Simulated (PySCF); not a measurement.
C₂H₆F₂Si, SMILES C(F)[Si@@H](F)C.

The structure is a stationary point at PBE0-D3(BJ)/def2-SVP. The structure was generated by enumeration; whether it is a known compound was not checked. Other conformers were not sampled.

Two levels are set side by side: PBE/def2-TZVP (PySCF) and CAM-B3LYP/def2-TZVP (PySCF). Same geometry, gas phase. Differences are taken from unrounded values.

| quantity | CAM-B3LYP |
|---|---|
| orbital gap (eV) | 11.48 |
| highest occupied level (eV) | -10.00 |
| lowest empty level (eV) | 1.48 |
| dipole moment (D) | 3.09 |
| mean polarisability (bohr³) | 48.7 |

Question: What does PBE give, and how far is it from CAM-B3LYP? (An estimate is asked for; the answer gives what the named calculation found.)

Answer: 
```tsv
quantity	PBE	PBE minus CAM-B3LYP
orbital gap (eV)	6.66	-4.82
highest occupied level (eV)	-7.00	3.00
lowest empty level (eV)	-0.34	-1.82
dipole moment (D)	2.88	-0.21
mean polarisability (bohr³)	51.3	2.6
```

Without exact exchange PBE keeps part of each electron's self-repulsion, which lifts occupied levels and narrows the gap. PBE's more diffuse valence density responds more strongly to a field. Differences between two approximate levels are no errors against the true value.

Rough cost on one machine, each run with all the roots and properties that it gave: CAM-B3LYP against PBE within a factor of 2.
